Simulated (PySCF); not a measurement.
Structure elucidation problem

The spectra below were simulated for a compound CH$_{11}$NOSi$_{3}$.

¹H NMR (400 MHz, computed): δ 5.66 (m, 1H), 5.66 (m, 1H), 5.49 (m, 1H), 5.11 (s, 3H), 0.14 (d, 3H), 0.06 (br s, 2H).

¹³C{¹H} NMR (computed): δ -3.3 (CH3).

[PySCF 2.14: shielding tensors at PBE0/pcSseg-1 (GIAO); structure optimised with GFN2-xTB; no relativistic terms; equivalent nuclei averaged; one computed conformer; no solvent]

Chemical shifts δ = σref − σ; ¹H (σref 31.72) and ¹³C (σref 186.93) against TMS, all at this level.

Q: Choose the structure that fits.
A. C[Si@](O)([SiH3])[SiH2]N
B. C[Si@](N)([SiH3])O[SiH3]
C. C[Si@@H](N)[SiH2]O[SiH3]
D. C[SiH2][Si@@H](N)O[SiH3]

A: C. 

Rings plus π bonds: 0. Carbon types of the structure: 1 × CH3, leaving 8 H on heteroatoms. δC -3.3: methyl carbon bonded to Si; an electropositive neighbour leaves it electron-rich and shielded. δH 5.66: hydrogen on a silicon bonded to C, N, Si. δH 5.11: hydrogen on a silicon bonded to O. δH 0.14: hydrogen on a methyl carbon bonded to Si; an electropositive neighbour shields it, as in TMS itself. δH 0.06: hydrogen on a nitrogen bonded to Si; labile proton, position sensitive to the medium.

The others: C[SiH2][Si@@H](N)O[SiH3] has carbons computed at -10.8; C[Si@](O)([SiH3])[SiH2]N would give 4 signals for carbon-bound and other non-exchanging H, not 5; C[Si@](N)([SiH3])O[SiH3] would give 3 signals for carbon-bound and other non-exchanging H, not 5.

The OH or NH signal is concentration- and solvent-dependent in practice; the value given is the gas-phase one. Shifts are as computed. Against solution values, carbons near 30 ppm lie about +3 ppm off and those near 130 ppm about +5 ppm (rms about the fit 2.1 ppm; single classes can miss by 10 ppm). Of 1328 compounds with measured shifts, 309 miss one by over three times the rms of a fit or turn the order of signals round; such compounds aren't used in these exercises. Signals without a measured value on file couldn't be tested in this way; 1H shifts scatter by 0.2 ppm about their fit, and single ones miss by 0.5 ppm. No couplings were computed; multiplicities are counted from neighbouring protons, with m where these are inequivalent, close in shift, in a saturated or five-membered ring or joined by F or P, and br s for small geminal =CH2 splittings.
